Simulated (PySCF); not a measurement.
SMILES c1cc(SC)ccc1[SiH3] (C7H10SSi) at its GFN2-xTB optimised geometry (Å):

```
19

C     -0.7012    -3.5069    -0.0719
S     -1.9054    -2.1497    -0.0022
C     -0.9102    -0.6901     0.0000
C     -1.5934     0.5238     0.0022
C     -0.8946     1.7116     0.0029
C      0.4992     1.7360     0.0006
Si     1.4561     3.3590     0.0262
C      1.1603     0.5125     0.0000
C      0.4773    -0.6901     0.0000
H     -1.2905    -4.4181    -0.1035
H     -0.0798    -3.5011     0.8191
H     -0.1013    -3.4244    -0.9735
H     -2.6734     0.5169     0.0020
H     -1.4422     2.6433     0.0024
H      2.6734     3.2075    -0.7745
H      1.8211     3.6904     1.4074
H      0.6136     4.4181    -0.5312
H      2.2414     0.4940    -0.0020
H      1.0360    -1.6130    -0.0001
```

Method: PBE/def2-SVP in PySCF. Cells within 0.4 Å of a nucleus heavier than hydrogen are left out (blank, or x).

Map of the log10 of the electron density (e/bohr³), floored at −4 on the plane z = 0.0 Å:

```
|0000000000000000000000000|
|0000000000001221000000000|
|0000000000023443210000000|
|0000000000135665432000000|
|0000000001246887653200000|
|0000000123346789765310000|
|00000002466557xx875310000|
|0000000369877888765310000|
|0000001368998987543200000|
|0000013468xx9x97542100000|
|0000035789988998763100000|
|000014699x9768x9974100000|
|0000035789988998864100000|
|0000024568xx9x87542000000|
|0000024678999x96420000000|
|0000035789877897410000000|
|00001468xx865675300000000|
|0000035789886543100000000|
|00000246789x8631000000000|
|00000024579x8631000000000|
|0000000258986420000000000|
|0000000246764210000000000|
|0000000024432000000000000|
|0000000001110000000000000|
|0000000000000000000000000|
```
Scale: ten equal steps from -4.00 (start of '0') to -0.380 (end of '9'), in the order '0123456789'; x runs from -6.50 to 6.50, y from -6.50 (bottom) to 6.50 (top).
